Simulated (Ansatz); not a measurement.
`C[SiH2]CS` + PH₃ → `C[SiH2]P` + CH₃SH at 400 K and 1 bar (ligand exchange at the Si–C bond).

Program: Ansatz. Geometries: PBE0-D4/def2-TZVP. ΔE: electronic, gas phase. CCSD(T)/CBS adds triple-zeta CCSD(T) − MP2 to the extrapolated MP2 energy (def2 sets, frozen cores). This one scheme is used for every species. Each species was taken in one conformer, which may not be the lowest.

```tsv
species	CCSD(T)/CBS energy (Eh)	H − E (kJ/mol)	S (J/(mol·K))
`C[SiH2]CS`	-767.78463	271.4	380.3
PH₃	-342.72256	77.1	221.7
`C[SiH2]P`	-672.28696	216.5	349.4
CH₃SH	-438.22835	138.7	269.4
```

H − E and S are ideal-gas, rigid-rotor, harmonic terms from PBE0-D4/def2-TZVP, for one conformer and one mirror image of each species. 1 Eh = 2625.50 kJ/mol, R = 8.31446 J/(mol·K).

By hand: ΔE, ΔH, ΔS and ΔG.

ΔE = (-672.28696) + (-438.22835) − (-767.78463) − (-342.72256) = -0.00812 Eh = -21.3 kJ/mol. Δ(H − E) = 216.5 + 138.7 − 271.4 − 77.1 = 6.7, so ΔH = -14.6 kJ/mol. ΔS = 349.4 + 269.4 − 380.3 − 221.7 = 16.8 J/(mol·K). ΔG = -14.6 − 400 × (16.8)/1000 = -21.3 kJ/mol.

By hand: the equilibrium constant, and the temperature at which ΔG would vanish if ΔH and ΔS stayed fixed.

log₁₀ K = −ΔG/(RT ln 10) = 2.8. ΔH and −TΔS have one sign here, so there is no such temperature.

TΔS isn't small against ΔH here. A doubt of 5 kJ/mol in ΔE shifts log₁₀ K by 0.7 here. Other conformers and mirror images would add mixing entropy, several J/(mol·K) or more a flexible species. These are equilibria of isolated gas molecules and say nothing of rates. Largest T1 diagnostic: 0.013 (customary marks: 0.02 for closed shells, 0.045 for open ones).
